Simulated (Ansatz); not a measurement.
Geometry optimisation, RKS PBE-D4/def2-TZVP (Ansatz 0.2.0).

input.yaml

```yaml
crystal:
  periodic: [false, false, false]
  atoms:
    - { symbol: Sn, position_ang: [0.0, 0.0, 0.0] }
    - { symbol: Cl, position_ang: [0.0, 0.0, 2.76] }
    - { symbol: H, position_ang: [1.6408, 0.0, -0.5794] }
    - { symbol: H, position_ang: [-0.8195, 1.4198, -0.5794] }
    - { symbol: H, position_ang: [-0.8195, -1.4198, -0.5794] }
    - { symbol: H, position_ang: [-1.9359, 0.0, 0.6433] }
    - { symbol: H, position_ang: [-1.6217, 0.0, 1.6527] }
basis:
  gaussian: { orbitals: def2-TZVP }
hamiltonian:
  xc: pbe
  dispersion: d4
relax:
  f_tol: 0.15
  max_steps: 25
  restrain:
    - { distance: [0, 5], at: 2.94, k: 30.0 }
    - { distance: [6, 1], at: 2.57, k: 30.0 }
    - { distance: [0, 1], at: 2.41, k: 30.0 }
    - { distance: [6, 5], at: 0.66, k: 30.0 }
```

Command:

```bash
$ ansatz run input.yaml --threads 4 --pin off --max-ram 5120MiB --backend cpu --events-out ev --progress --plain --runs-dir out
```

Question: Where does it end, and by what steps?

Answer: The run converged. The restraints hold the end off the free minimum. After 5 steps the energy has fallen by 1.982 eV (the restraints' own energy left out); H6 moved furthest, 0.71 Å. Joined: H6–H7 (1.06 → 0.71 Å).

| step | energy less start (eV) | largest force component (eV/Å) | accepted |
| --- | --- | --- | --- |
| 0 | 0.0000 | 3.541 | yes |
| 1 | -0.8137 | 2.516 | yes |
| 2 | -1.1218 | 3.779 | yes |
| 3 | -1.6152 | 2.288 | yes |
| 4 | -1.9544 | 1.762 | yes |
| 5 | -1.9820 | 1.241 | yes |

```xyz
7
Properties=species:S:1:pos:R:3
Sn 0.202 0.000 -0.050
Cl 0.317 0.000 2.342
H 1.855 0.000 -0.510
H -0.617 1.429 -0.519
H -0.617 -1.429 -0.519
H -2.552 0.000 0.993
H -2.144 0.000 1.581
```

Time of the run: 5.6 s on 4 threads of Arm Neoverse V1 (shared host), peak memory 0.19 GiB.
